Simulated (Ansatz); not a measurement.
Consider the redistribution: `O[SiH](F)[Si](O)(O)O` + `F[SiH2]I` → `O[Si](O)(O)F` + `O[SiH](F)[SiH2]I`.

Isolated molecules relaxed with PBE0-D4/def2-TZVP in Ansatz; ΔE leaves out vibrations. CCSD(T)/CBS adds triple-zeta CCSD(T) − MP2 to the extrapolated MP2 energy (def2 sets, frozen cores). Functionals use def2-TZVPP. B3LYP here is the variant with VWN-RPA as its local correlation; programs differ in this. def2 core potentials past Kr. For I outer-core shells are correlated without core-valence functions, which leaves a few kJ/mol of doubt a bond. One conformer a species, not always the lowest.

Question: Is it downhill or uphill in electronic energy at CCSD(T)/CBS, and by how much? (An estimate is asked.)

Answer: The calculation gave: Downhill: ΔE = -11.1 kcal/mol.

Question: What do these levels give: PBE-D4, B3LYP-D4, ωB97X-V, ωB97M-V, B2PLYP, PBE, r2SCAN, HF/def2-TZVPP, MP2/def2-TZVPP, CCSD/def2-TZVPP, HF/def2-QZVPP, MP2/CBS(def2)? (An estimate is asked.)

Answer: The calculation gave: PBE-D4 -9.7, B3LYP-D4 -9.7, ωB97X-V -9.9, ωB97M-V -10.5, B2PLYP -9.8, PBE -9.5, r2SCAN -11.3, HF/def2-TZVPP -11.4, MP2/def2-TZVPP -10.8, CCSD/def2-TZVPP -11.3, HF/def2-QZVPP -11.3, MP2/CBS(def2) -10.7 kcal/mol.

Largest T1 diagnostic among the species: 0.012.

From PBE to PBE0 (25 % exact exchange), in def2-TZVPP and without D4, ΔE moves by −1.4 kcal/mol.
